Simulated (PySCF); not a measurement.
C3H9InO2 (SMILES C[CH2][In]([OH])[O]C), singlet, geometry from GFN2-xTB (such geometries of metal compounds can be far from the true shape) (all electrons, no relativity); PySCF with CASSCF(4,3)/STO-3G.

The PySCF input:
```python
from pyscf import gto, scf, mcscf
import numpy

mol = gto.Mole()
mol.atom = '''
    In   -0.039093    0.090180    0.132744
    C     1.896713   -0.595876   -0.835551
    C     3.052548    0.097552   -0.160018
    H     1.816897   -0.347066   -1.892633
    H     1.929021   -1.677452   -0.714056
    H     3.071333   -0.126564    0.905101
    H     2.980528    1.177711   -0.275428
    H     3.995490   -0.234345   -0.598872
    O    -0.041572    1.299868    1.672879
    H    -0.944676    1.474283    1.938689
    O    -2.007893   -0.252680   -0.222665
    C    -2.628351   -1.048653   -1.191294
    H    -2.397243   -2.112046   -1.062290
    H    -3.709603   -0.916432   -1.074931
    H    -2.355945   -0.752527   -2.210564
'''
mol.basis = 'sto-3g'
mol.charge = 0
mol.spin = 0
mol.verbose = 4
mol.build()

mf = scf.RHF(mol)
mf.kernel()
mc = mcscf.CASSCF(mf, 3, 4)
mc.fix_spin_(ss=0.0)
mc.kernel()
occ = numpy.linalg.eigvalsh(mc.fcisolver.make_rdm1(mc.ci, mc.ncas, mc.nelecas))[::-1]
ss = mc.fcisolver.spin_square(mc.ci, mc.ncas, mc.nelecas)[0]
print('natural occupations', occ.round(4), ' <S^2>', round(ss, 4))
```

Problem. What does PySCF print? Leave out banner, timings and long lists.

Solution. 
```
PySCF version 2.14.0

[INPUT] verbose = 4
[INPUT] num. atoms = 15
[INPUT] num. electrons = 92
[INPUT] charge = 0
[INPUT] spin (= nelec alpha-beta = 2S) = 0
[INPUT] symmetry False subgroup None
[INPUT] Mole.unit = angstrom
[INPUT] Symbol           X                Y                Z      unit          X                Y                Z       unit  Magmom
[...]
nuclear repulsion = 598.207088685196
number of shells = 35
number of NR pGTOs = 183
number of NR cGTOs = 61
basis = sto-3g
ecp = {}

******** <class 'pyscf.scf.hf.RHF'> ********
method = RHF
initial guess = minao
damping factor = 0
level_shift factor = 0
DIIS = <class 'pyscf.scf.diis.CDIIS'>
diis_start_cycle = 1
diis_space = 8
diis_damp = 0
SCF conv_tol = 1e-09
SCF conv_tol_grad = None
SCF max_cycles = 50
direct_scf = True
direct_scf_tol = 1e-13
Set gradient conv threshold to 3.16228e-05
Initial guess from minao.
init E= -5932.8423272907
[...]
cycle= 1 E= -5947.73499785965  delta_E= -14.9  |g|= 0.793  |ddm|= 4.46
[...]
cycle= 2 E= -5947.99335700931  delta_E= -0.258  |g|= 0.326  |ddm|= 1.71
[...]
cycle= 3 E= -5948.03215667004  delta_E= -0.0388  |g|= 0.0666  |ddm|= 0.529
[...]
cycle= 4 E= -5948.03500442632  delta_E= -0.00285  |g|= 0.0152  |ddm|= 0.16
[...]
cycle= 5 E= -5948.03518022096  delta_E= -0.000176  |g|= 0.00493  |ddm|= 0.0434
[...]
cycle= 6 E= -5948.0351974827  delta_E= -1.73e-05  |g|= 0.00147  |ddm|= 0.0123
[...]
cycle= 7 E= -5948.03519978476  delta_E= -2.3e-06  |g|= 0.000345  |ddm|= 0.0055
[...]
cycle= 8 E= -5948.03519992794  delta_E= -1.43e-07  |g|= 0.000123  |ddm|= 0.00132
[...]
cycle= 9 E= -5948.03519994706  delta_E= -1.91e-08  |g|= 2.63e-05  |ddm|= 0.000575
[...]
cycle= 10 E= -5948.03519994768  delta_E= -6.17e-10  |g|= 6.48e-06  |ddm|= 0.000108
[...]
Extra cycle  E= -5948.03519994771  delta_E= -3.64e-11  |g|= 2.54e-06  |ddm|= 1.43e-05
converged SCF energy = -5948.03519994771

******** <class 'pyscf.mcscf.mc1step.CASSCF'> ********
CAS (2e+2e, 3o), ncore = 44, nvir = 14
max_cycle_macro = 50
max_cycle_micro = 4
conv_tol = 1e-07
conv_tol_grad = None
orbital rotation max_stepsize = 0.02
orbital rotation threshold for CI restart = 0.01
augmented hessian ah_max_cycle = 30
augmented hessian ah_conv_tol = 1e-12
augmented hessian ah_linear dependence = 1e-14
augmented hessian ah_level shift = 1e-08
augmented hessian ah_start_tol = 2.5
augmented hessian ah_start_cycle = 3
augmented hessian ah_grad_trust_region = 3
kf_trust_region = 3
kf_interval = 4
ci_response_space = 4
ci_grad_trust_region = 3
with_dep4 0
natorb = False
canonicalization = True
sorting_mo_energy = False
ao2mo_level = 2
internal_rotation = False
******** <class 'pyscf.fci.addons.SpinPenaltyFCISolver'> ********
max. cycles = 50
conv_tol = 1e-08
davidson only = True
linear dependence = 1e-12
level shift = 0.001
max iter space = 12
nroots = 1
pspace_size = 400
spin = None
CASCI E = -5948.03596828138  S^2 = 0.0000000
Set conv_tol_grad to 0.000316228
macro iter   1 ( 21 JK    4 micro), CASSCF E = -5948.03643661283  dE = -4.68331446e-04  S^2 = 0.0000000
               |grad[o]|=0.00519  |grad[c]|=0.0104  |ddm|=0.00779  |maxRot[o]|=0.204
macro iter   2 ( 17 JK    4 micro), CASSCF E = -5948.03695464467  dE = -5.18031842e-04  S^2 = 0.0000000
               |grad[o]|=0.00462  |grad[c]|=0.0286  |ddm|=0.0126  |maxRot[o]|=0.157
macro iter   3 ( 12 JK    3 micro), CASSCF E = -5948.03802540647  dE = -1.07076180e-03  S^2 = 0.0000000
               |grad[o]|=0.00491  |grad[c]|=0.0113  |ddm|=0.0381  |maxRot[o]|=0.149
macro iter   4 ( 21 JK    4 micro), CASSCF E = -5948.04174991764  dE = -3.72451117e-03  S^2 = 0.0000000
               |grad[o]|=0.00919  |grad[c]|=0.031  |ddm|=0.0839  |maxRot[o]|=0.257
macro iter   5 ( 21 JK    4 micro), CASSCF E = -5948.04801057657  dE = -6.26065893e-03  S^2 = 0.0000000
               |grad[o]|=0.0148  |grad[c]|=0.0198  |ddm|=0.0222  |maxRot[o]|=0.308
macro iter   6 ( 21 JK    4 micro), CASSCF E = -5948.04946798730  dE = -1.45741073e-03  S^2 = 0.0000000
[...]
macro iter  19 ( 21 JK    4 micro), CASSCF E = -5948.05023414353  dE =  1.47763594e-05  S^2 = 0.0000000
               |grad[o]|=0.00195  |grad[c]|=0.00179  |ddm|=0.000277  |maxRot[o]|=0.055
macro iter  20 ( 22 JK    4 micro), CASSCF E = -5948.05025030003  dE = -1.61564922e-05  S^2 = 0.0000000
               |grad[o]|=0.00155  |grad[c]|=0.000171  |ddm|=0.000355  |maxRot[o]|=0.0236
macro iter  21 ( 21 JK    4 micro), CASSCF E = -5948.05025121079  dE = -9.10763447e-07  S^2 = 0.0000000
               |grad[o]|=0.00139  |grad[c]|=0.000707  |ddm|=5.09e-05  |maxRot[o]|=0.0439
macro iter  22 ( 21 JK    4 micro), CASSCF E = -5948.05023235755  dE =  1.88532385e-05  S^2 = 0.0000000
               |grad[o]|=0.00114  |grad[c]|=0.00121  |ddm|=0.00055  |maxRot[o]|=0.0768
macro iter  23 ( 21 JK    4 micro), CASSCF E = -5948.05025170616  dE = -1.93486121e-05  S^2 = 0.0000000
               |grad[o]|=0.00098  |grad[c]|=0.00121  |ddm|=0.000626  |maxRot[o]|=0.0262
macro iter  24 ( 21 JK    4 micro), CASSCF E = -5948.05024232043  dE =  9.38573430e-06  S^2 = 0.0000000
               |grad[o]|=0.000971  |grad[c]|=0.00121  |ddm|=8.09e-05  |maxRot[o]|=0.0589
macro iter  25 ( 23 JK    4 micro), CASSCF E = -5948.05026297340  dE = -2.06529749e-05  S^2 = 0.0000000
               |grad[o]|=0.000922  |grad[c]|=0.00161  |ddm|=0.000766  |maxRot[o]|=0.0342
macro iter  26 ( 21 JK    4 micro), CASSCF E = -5948.05026770864  dE = -4.73524142e-06  S^2 = 0.0000000
               |grad[o]|=0.000875  |grad[c]|=0.000436  |ddm|=7.27e-05  |maxRot[o]|=0.0417
macro iter  27 (  7 JK    2 micro), CASSCF E = -5948.05029622498  dE = -2.85163387e-05  S^2 = 0.0000000
               |grad[o]|=0.000816  |grad[c]|=0.00199  |ddm|=0.00117  |maxRot[o]|=0.042
macro iter  28 (  7 JK    2 micro), CASSCF E = -5948.05033246905  dE = -3.62440660e-05  S^2 = 0.0000000
               |grad[o]|=0.000978  |grad[c]|=0.00503  |ddm|=0.00182  |maxRot[o]|=0.0542
macro iter  29 (  7 JK    2 micro), CASSCF E = -5948.05036803307  dE = -3.55640213e-05  S^2 = 0.0000000
               |grad[o]|=0.000889  |grad[c]|=0.00681  |ddm|=0.00212  |maxRot[o]|=0.0615
macro iter  30 (  7 JK    2 micro), CASSCF E = -5948.05039704521  dE = -2.90121407e-05  S^2 = 0.0000000
               |grad[o]|=0.000726  |grad[c]|=0.00721  |ddm|=0.00221  |maxRot[o]|=0.0656
macro iter  31 (  7 JK    2 micro), CASSCF E = -5948.05041643645  dE = -1.93912438e-05  S^2 = 0.0000000
               |grad[o]|=0.000566  |grad[c]|=0.00649  |ddm|=0.00226  |maxRot[o]|=0.0677
macro iter  32 (  6 JK    2 micro), CASSCF E = -5948.05042387816  dE = -7.44170302e-06  S^2 = 0.0000000
               |grad[o]|=0.000408  |grad[c]|=0.00232  |ddm|=0.00138  |maxRot[o]|=0.0492
macro iter  33 (  7 JK    2 micro), CASSCF E = -5948.05042633162  dE = -2.45346473e-06  S^2 = 0.0000000
               |grad[o]|=0.00029  |grad[c]|=0.00107  |ddm|=0.00123  |maxRot[o]|=0.0453
macro iter  34 ( 13 JK    3 micro), CASSCF E = -5948.05042421294  dE =  2.11868064e-06  S^2 = 0.0000000
               |grad[o]|=0.000191  |grad[c]|=0.00198  |ddm|=0.000516  |maxRot[o]|=0.0578
macro iter  35 (  6 JK    1 micro), CASSCF E = -5948.05042549338  dE = -1.28043666e-06  S^2 = 0.0000000
               |grad[o]|=0.00012  |grad[c]|=0.000156  |ddm|=0.00016  |maxRot[o]|=0.0239
macro iter  36 (  6 JK    1 micro), CASSCF E = -5948.05042643904  dE = -9.45665306e-07  S^2 = 0.0000000
               |grad[o]|=8.4e-05  |grad[c]|=0.000998  |ddm|=0.000335  |maxRot[o]|=0.0426
macro iter  37 (  3 JK    1 micro), CASSCF E = -5948.05042646506  dE = -2.60197339e-08  S^2 = 0.0000000
               |grad[o]|=0.000103  |grad[c]|=5.88e-05  |ddm|=7.72e-05  |maxRot[o]|=0.00703
1-step CASSCF converged in  37 macro (586 JK 121 micro) steps
CASSCF canonicalization
Density matrix diagonal elements [1.99604991 1.96766748 0.0362826 ]
CASSCF energy = -5948.05042646506
CASCI E = -5948.05042646506  E(CI) = -3.63713883112632  S^2 = 0.0000000
natural occupations [1.9992 1.969  0.0318]  <S^2> 0.0
```
